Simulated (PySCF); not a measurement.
**Energy of Sb²⁺ (antimony, charge +2) between two integer charges**

The 5p alpha orbital of [Kr] 4d10 5s2 5p1 is emptied in steps (occupation f), with all orbitals relaxed, ending at [Kr] 4d10 5s2. All numbers are calculated (PySCF 2.14, a scalar-relativistic core potential, in def2-TZVPPD with the def2 core potential (28 electrons)). The exact energy is a straight line in f; departures are measured from the line between the end points of the same method.

```json
{"f": "1", "UHF (eV)": "0.000", "LDA (eV)": "0.000", "PBE (eV)": "0.000", "PBE0 (eV)": "0.000", "r2SCAN (eV)": "0.000", "LC-wPBE (eV)": "0.000", "BHandHLYP (eV)": "0.000", "wB97X (eV)": "0.000", "r2SCAN0 (eV)": "0.000"}
{"f": "0.9", "UHF (eV)": "0.026", "LDA (eV)": "-0.392", "PBE (eV)": "-0.380", "PBE0 (eV)": "-0.278", "r2SCAN (eV)": "-0.359", "LC-wPBE (eV)": "-0.040", "BHandHLYP (eV)": "-0.190", "wB97X (eV)": "-0.075", "r2SCAN0 (eV)": "-0.265"}
{"f": "0.7", "UHF (eV)": "0.060", "LDA (eV)": "-0.915", "PBE (eV)": "-0.885", "PBE0 (eV)": "-0.646", "r2SCAN (eV)": "-0.829", "LC-wPBE (eV)": "-0.089", "BHandHLYP (eV)": "-0.442", "wB97X (eV)": "-0.178", "r2SCAN0 (eV)": "-0.612"}
{"f": "0.5", "UHF (eV)": "0.070", "LDA (eV)": "-1.089", "PBE (eV)": "-1.050", "PBE0 (eV)": "-0.765", "r2SCAN (eV)": "-0.974", "LC-wPBE (eV)": "-0.101", "BHandHLYP (eV)": "-0.525", "wB97X (eV)": "-0.215", "r2SCAN0 (eV)": "-0.718"}
{"f": "0.3", "UHF (eV)": "0.059", "LDA (eV)": "-0.913", "PBE (eV)": "-0.879", "PBE0 (eV)": "-0.639", "r2SCAN (eV)": "-0.802", "LC-wPBE (eV)": "-0.080", "BHandHLYP (eV)": "-0.441", "wB97X (eV)": "-0.184", "r2SCAN0 (eV)": "-0.590"}
{"f": "0.1", "UHF (eV)": "0.025", "LDA (eV)": "-0.390", "PBE (eV)": "-0.375", "PBE0 (eV)": "-0.272", "r2SCAN (eV)": "-0.332", "LC-wPBE (eV)": "-0.031", "BHandHLYP (eV)": "-0.189", "wB97X (eV)": "-0.080", "r2SCAN0 (eV)": "-0.243"}
{"f": "0", "UHF (eV)": "0.000", "LDA (eV)": "0.000", "PBE (eV)": "0.000", "PBE0 (eV)": "0.000", "r2SCAN (eV)": "0.000", "LC-wPBE (eV)": "0.000", "BHandHLYP (eV)": "0.000", "wB97X (eV)": "0.000", "r2SCAN0 (eV)": "0.000"}
```

```
   method  E(f=0) − E(f=1) (eV)  −ε at f=1 (eV)  −ε at f=0.5 (eV)
      UHF                24.143          24.431            24.140
      LDA                24.932          20.580            24.938
      PBE                24.712          20.493            24.728
     PBE0                24.746          21.652            24.769
   r2SCAN                24.877          20.877            24.955
  LC-wPBE                24.882          24.431            24.910
BHandHLYP                24.719          22.612            24.723
    wB97X                24.615          23.784            24.596
  r2SCAN0                24.891          21.930            24.957
```

Orbital energy along the path (eV):

| f | UHF | LDA | PBE | PBE0 | r2SCAN | LC-wPBE | BHandHLYP | wB97X | r2SCAN0 |
| --- | --- | --- | --- | --- | --- | --- | --- | --- | --- |
| 1 | -24.431 | -20.580 | -20.493 | -21.652 | -20.877 | -24.431 | -22.612 | -23.784 | -21.930 |
| 0.9 | -24.371 | -21.446 | -21.340 | -22.279 | -21.702 | -24.534 | -23.035 | -23.941 | -22.545 |
| 0.7 | -24.254 | -23.188 | -23.036 | -23.530 | -23.342 | -24.731 | -23.880 | -24.262 | -23.764 |
| 0.5 | -24.140 | -24.938 | -24.728 | -24.769 | -24.955 | -24.910 | -24.723 | -24.596 | -24.957 |
| 0.3 | -24.028 | -26.684 | -26.405 | -25.986 | -26.508 | -25.064 | -25.562 | -24.949 | -26.099 |
| 0.1 | -23.920 | -28.409 | -28.055 | -27.172 | -27.906 | -25.174 | -26.396 | -25.323 | -27.117 |
| 0 | -23.867 | -29.253 | -28.866 | -27.750 | -28.444 | -25.205 | -26.815 | -25.504 | -27.492 |

Reference removal energy between the ground levels: 25.323 eV (measured; NIST Atomic Spectra Database, ionization energies). The calculation has no spin-orbit coupling. UHF lacks correlation.
